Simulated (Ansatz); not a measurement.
The same molecule with X = B, Al, Ga. Ansatz, PBE0-D4/def2-TZVP geometries, multiplicity 1. Each molecule was computed in one conformer, which needn't be the lowest.

Scalar relativity is left out up to krypton.

```tsv
X	molecule	mean X–H bond length / Å	mean X–O bond length / Å	mean X–S bond length / Å	LUMO energy (B3LYP/def2-TZVPP) / eV	HOMO–LUMO gap (PBE/def2-TZVPP) / eV	size of the dipole moment (B3LYP/def2-TZVPP) / D
Al	`C[O][AlH][SH]`	1.569	1.679	2.185	-0.77	5.12	1.54
Ga	`C[O][GaH][SH]`	1.547	1.780	2.200	-1.17	4.71	0.74
```

Task: Give the row for X = B, `COBS`. (Estimate.)

Result: Ansatz gave: 
```json
{"X": "B", "molecule": "`COBS`", "mean X–H bond length / Å": "1.199", "mean X–O bond length / Å": "1.343", "mean X–S bond length / Å": "1.807", "LUMO energy (B3LYP/def2-TZVPP) / eV": "-0.22", "HOMO–LUMO gap (PBE/def2-TZVPP) / eV": "5.36", "size of the dipole moment (B3LYP/def2-TZVPP) / D": "2.04"}
```

From B to Ga the mean X–H bond length isn't monotonic: highest at Al, lowest at B; the mean X–O bond length rises at each step, by 0.437 Å in all; the mean X–S bond length rises at each step, by 0.393 Å in all; the LUMO energy (B3LYP/def2-TZVPP) falls at each step, by 0.95 eV in all; the HOMO–LUMO gap (PBE/def2-TZVPP) falls at each step, by 0.65 eV in all. Dipoles are sizes alone, and their direction can turn along the series.

B3LYP here is the variant with VWN-RPA as its local correlation; programs differ in this.
